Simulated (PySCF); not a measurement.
## Computed properties of C2H5FN2Si, SMILES N[Si@@H]1C=N[C@@H]1F

C2H5FN2Si, SMILES N1[C@H](F)[Si@H](N)C=1. The structure is a stationary point at B3LYP-D3(BJ)/def2-SVP. The structure was generated by enumeration; whether it is a known compound was not checked. Other conformers were not sampled. All values are computed for the isolated molecule unless a solvent is named; none is compared with measurement here.

**Structure.** All 27 harmonic modes at B3LYP-D3(BJ)/def2-SVP (PySCF) are real, so it is a minimum. With heavy atoms numbered as in [NH2:1][Si@@H:2]1[CH:3]=[N:4][C@@H:5]1[F:6], the shortest bond between them is C3–N4 at 1.291 Å and the longest Si2–C5 at 1.937 Å.

**Vibrations.** The strongest infrared lines (harmonic, unscaled, degenerate partners summed) lie at 935 cm⁻¹ (190 km/mol, H 48 %, Si 27 %, N 17 %), 2208 cm⁻¹ (162 km/mol, H 97 %), 1102 cm⁻¹ (135 km/mol, C 56 %, F 30 %, H 12 %). The softest mode is at 61 cm⁻¹ and the zero-point energy is 46.7 kcal/mol.

**Electronic structure.** ωB97X/def2-TZVP (PySCF) places the frontier levels at -9.47 and 1.16 eV, a gap of 10.63 eV, and gives a dipole moment of 3.48 D and a mean polarisability of 58.8 bohr³. PBE/def2-TZVP (PySCF) at the same geometry gives -5.68 and -2.22 eV, so its gap is 7.17 eV narrower. An orbital gap is neither the optical nor the fundamental gap.

**Excitations.** TDDFT-M06-2X/def2-SVPD (PySCF) has S1 at 3.85 eV (322 nm, f = 0.000, dark); the most intense of the 10 singlets computed lies at 7.38 eV (f = 0.04). T1 (TDA) is at 3.27 eV. TDDFT-PBE/def2-SVPD (PySCF) puts S1 at 3.75 eV. No vertical singlet excitation falls in the visible range (under 3.1 eV).

**NMR.** GIAO shifts at B3LYP/pcSseg-1 (PySCF) (non-relativistic, atoms alike by connectivity averaged): ¹³C from 125.5 to 212.3 ppm against TMS; ¹H from 1.6 to 9.3 ppm against TMS; ²⁹Si at -7.9 ppm against TMS; ¹⁹F at -197.9 ppm against CFCl3.

**Solvation.** SMD-ωB97X/def2-SVP (PySCF) gives -4.3 kcal/mol in water, -4.5 kcal/mol in dimethylsulfoxide, -5.8 kcal/mol in acetone (1 M in both phases, gas-phase geometry); of these solvents acetone holds the molecule best.
